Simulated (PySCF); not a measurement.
Distorted geometries of La(OH)3(NH3)

La(OH)3(NH3) (singlet). PySCF 2.14.0, RKS PBE0, La def2-SVP with ECP46, O def2-SVP, H def2-SVP, N def2-SVP; non-relativistic Hamiltonian with scalar-relativistic core potentials where named; density fitting; no spin-orbit coupling. Relaxed geometry:

```xyz
11

La    0.1770   -0.2177    0.2699
O     1.2873    1.3833    1.3031
H     1.8140    1.9984    1.8129
O    -1.4926   -1.1903    1.3350
H    -2.1236   -1.6848    1.8583
O     1.2161   -1.3517   -1.3108
H     1.7363   -1.8857   -1.9107
N    -1.3424    1.3645   -1.3457
H    -1.9507    1.9878   -0.8131
H    -0.7845    1.9606   -1.9584
H    -1.9532    0.8176   -1.9540
```

**Question.** Order these distorted geometries by energy above the relaxed one, lowest first.
A.
```xyz
11

La    0.1632   -0.2286    0.2805
O     1.3219    1.3919    1.2738
H     1.8393    1.9792    1.8323
O    -1.4868   -1.1814    1.3349
H    -2.1572   -1.6766    1.8496
O     1.1998   -1.3719   -1.2738
H     1.7462   -1.9205   -1.9121
N    -1.3690    1.4034   -1.3810
H    -1.9194    2.0413   -0.8072
H    -0.7615    1.9363   -1.9698
H    -1.9928    0.8089   -1.9407
```
B.
```xyz
11

La    0.1634   -0.1451    0.1932
O     1.2703    1.4426    1.3524
H     1.7671    2.0479    1.7017
O    -1.5344   -1.3387    1.2701
H    -2.0542   -1.6099    1.9169
O     1.1735   -1.3528   -1.2922
H     1.7935   -1.8541   -1.8401
N    -1.3094    1.2589   -1.3904
H    -1.9875    1.9599   -0.8181
H    -0.6640    1.9160   -1.9361
H    -2.0346    0.8573   -1.8710
```
C.
```xyz
11

La    0.1013   -0.1599    0.2223
O     1.4459    1.2024    1.2272
H     1.8988    2.1214    1.7053
O    -1.6759   -1.1125    1.2396
H    -2.2092   -1.7078    2.0349
O     1.1906   -1.2710   -1.2484
H     1.5945   -2.0650   -1.9857
N    -1.4662    1.3475   -1.5623
H    -1.9132    1.9991   -0.5078
H    -0.5014    2.0137   -1.9594
H    -1.8816    0.8141   -1.8791
```

**Answer.** A (0.12 eV), B (1.36 eV), C (7.69 eV).

**Question.** Which forces (eV/Å) act in the one that lies 1.36 eV up?

**Answer.** 
```
La  -0.78 -0.79  2.08
O   -4.96 -5.95 -3.80
H    4.60  5.51  3.30
O    4.87  2.91 -5.43
H   -3.74 -2.00  4.67
O    0.72 -0.40 -0.69
H   -0.38  0.24  0.29
N    0.62  5.22  3.19
H    2.45 -1.66 -1.17
H   -1.60 -1.32  0.36
H   -1.81 -1.76 -2.81
```
Forces carry noise of the integration grid, about 0.01 to 0.03 eV/Å.
